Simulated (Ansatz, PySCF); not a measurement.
Species: sum formula Si2NH7, charge 0, multiplicity 1. SMILES: [SiH3]N[SiH3]
Geometry: optimised at B3LYP-D3(BJ)/def2-TZVP (Ansatz, a quantum-chemistry and plane-wave program).

Property: atomisation energy (electronic, to ground-state atoms), in kJ/mol. Correlated levels leave the core frozen unless marked. Open shells are spin-unrestricted. Spin-orbit coupling is left out. No relativistic terms. The coupled-cluster limit lacks core correlation, which all-electron functionals hold. CBS marks a two-point X^-3 extrapolation of the correlation energy; Hartree-Fock from the larger set. The bracket is a focal-point correction in the basis named.

```tsv
level	program	atomisation energy (kJ/mol)	rough core time
HF/def2-TZVPD	PySCF	2306.8	-
HF/aug-cc-pV(Q+d)Z	Ansatz	2320.0	21 s
SVWN5/def2-TZVPD	Ansatz	3410.7	under 20 s
PBE-D4/def2-TZVPD	Ansatz + dftd4	3060.6	under 20 s
revPBE-D3(BJ)/def2-TZVPD	Ansatz + dftd3	3007.3	under 20 s
r2SCAN-D4/def2-TZVPD	Ansatz + dftd4	3075.0	under 20 s
B97M-V/def2-TZVPD	Ansatz	3098.8	under 20 s
PBE0/def2-TZVP	Ansatz	3029.3	under 20 s
PBE0/def2-TZVPD	Ansatz	3031.4	under 20 s
LC-wPBE-D4/def2-TZVPD	Ansatz + dftd4	3074.3	under 20 s
B2PLYP-D3(BJ)/def2-TZVPD	Ansatz + dftd3	3066.4	under 20 s
B2PLYP/def2-TZVPD	Ansatz	3049.6	under 20 s
MP2/aug-cc-pV(D+d)Z	Ansatz	2855.5	-
MP2/CBS(cc-pV(T+d)Z,cc-pV(Q+d)Z)	Ansatz	3095.2	-
RI-MP2/CBS(aug-cc-pV(T+d)Z,aug-cc-pV(Q+d)Z)	Ansatz	3096.6	50 s
CCSD/STO-3G	Ansatz	3344.2	-
CCSD(T)/aug-cc-pV(D+d)Z	Ansatz	2869.0	24 s
RI-MP2/CBS(aug-cc-pV(T+d)Z,aug-cc-pV(Q+d)Z)+[CCSD(T)-MP2]/aug-cc-pV(D+d)Z	Ansatz	3110.2	70 s
RI-MP2/CBS(cc-pV(T+d)Z,cc-pV(Q+d)Z)+[CCSD(T)-MP2]/cc-pV(D+d)Z	Ansatz	3110.0	under 20 s
RI-MP2/CBS(cc-pV(T+d)Z,cc-pV(Q+d)Z)+[CCSD(T)-MP2]/cc-pV(Q+d)Z	Ansatz	3110.5	-
CCSD(T)/CBS(cc-pV(T+d)Z,cc-pV(Q+d)Z)	Ansatz	3110.5	-
```

Core times are rough, on shared machines, summed over the molecules involved; a dash marks a level read off another run, or run on other hardware, by another program or under a memory cap.
